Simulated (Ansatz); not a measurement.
Geometry optimisation, UKS PBE0-D4/def2-SVP (Ansatz).

The input (input.yaml):

```yaml
crystal:
  periodic: [false, false, false]
  atoms:
    - { symbol: Al, position_ang: [-0.8323, 1.2819, 0.3713] }
    - { symbol: C, position_ang: [0.2769, 0.0158, -0.6116] }
    - { symbol: C, position_ang: [0.7214, -1.1388, 0.1365] }
    - { symbol: S, position_ang: [-0.569, -1.5214, -0.9834] }
    - { symbol: H, position_ang: [-1.176, 2.7512, -0.2996] }
    - { symbol: H, position_ang: [-1.5245, 0.9438, 1.764] }
    - { symbol: H, position_ang: [0.9554, 0.319, -1.4575] }
    - { symbol: H, position_ang: [0.5093, -1.1584, 1.2169] }
    - { symbol: H, position_ang: [1.7273, -1.5393, -0.1538] }
magnetization:
  spin_polarized: true
basis:
  gaussian: { orbitals: def2-SVP }
hamiltonian:
  xc: pbe0
  dispersion: d4
relax:
  f_tol: 0.02
  max_steps: 50
output:
  orbitals: {}
```

Run as:

```bash
$ ansatz run input.yaml --threads 2 --pin off --max-ram 3072MiB --backend cpu --events-out ev --progress --plain --runs-dir out
```

Q: Where does it end, and by what steps?

A: It converged. After 8 steps the energy has fallen by 0.537 eV; H5 moved furthest, 0.69 Å. Joined: Al1–S4 (3.12 → 2.46 Å).

```
step  energy less start (eV)  largest force component (eV/Å)  accepted
   0                  0.0000                           2.151       yes
   1                 -0.2130                           0.944       yes
   2                 -0.2823                           0.440       yes
   3                 -0.3865                           0.849       yes
   4                 -0.4782                           1.079       yes
   5                 -0.5298                           0.280       yes
   6                 -0.5347                           0.115       yes
   7                 -0.5368                           0.045       yes
   8                 -0.5371                           0.016       yes
```

```xyz
9
Properties=species:S:1:pos:R:3
Al -0.905 1.191 0.295
C 0.639 0.232 -0.462
C 0.714 -1.103 0.146
S -0.776 -0.951 -0.910
H -1.624 2.307 -0.573
H -1.171 0.903 1.836
H 1.295 0.430 -1.317
H 0.484 -1.221 1.213
H 1.432 -1.834 -0.245
```

Time of the run: 36 s on 2 threads of Intel(R) Xeon(R) Platinum 8259CL CPU @ 2.50GHz (Skylake/Cascade Lake), with other jobs on the host, peak memory 0.26 GiB.
